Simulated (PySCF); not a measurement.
A GIAO shielding run with PySCF (density fitting, non-relativistic, gas phase) on `[SiH3]N[Si@H]([SiH2]C)F`, CH$_{10}$FNSi$_{3}$:

```
$ OMP_NUM_THREADS=1 python probes_run.py task.json out

{"job": {"kind": "nmr", "xc": "PBE0", "basis": "pcSseg-1"}, "charge": 0, "multiplicity": 1}
C     -2.426185     0.463574    -0.720218
Si    -1.437354    -0.928031     0.121176
Si     0.286597    -0.114019     1.407135
F     -0.235413     1.117722     2.327854
N      1.510120     0.657420     0.455704
Si     2.506341     0.015026    -0.804447
H     -2.821038     1.159850     0.015540
H     -3.266148     0.074529    -1.289705
H     -1.798887     1.031053    -1.403141
H     -0.964037    -1.851207    -0.923648
H     -2.379967    -1.707545     0.943993
H      0.886583    -0.978134     2.428162
H      1.852851     1.514969     0.861997
H      3.612219    -0.789433    -0.269930
H      1.635232    -0.824521    -1.624835
H      3.031487     1.167693    -1.537048
```

Hardware: 1 thread of an Arm Neoverse N1, shared host. The job also computes population analyses, field gradients.

Task: How large is the calculation?

Result: 74 electrons, 173 basis functions and 967 auxiliary functions.

Task: How long does it take, and how much memory does it need?

Result: 54 s of wall time, with 12 SCF cycles and 4 response iterations; peak memory 0.8 GiB. Times on a shared host scatter by some tens of per cent.
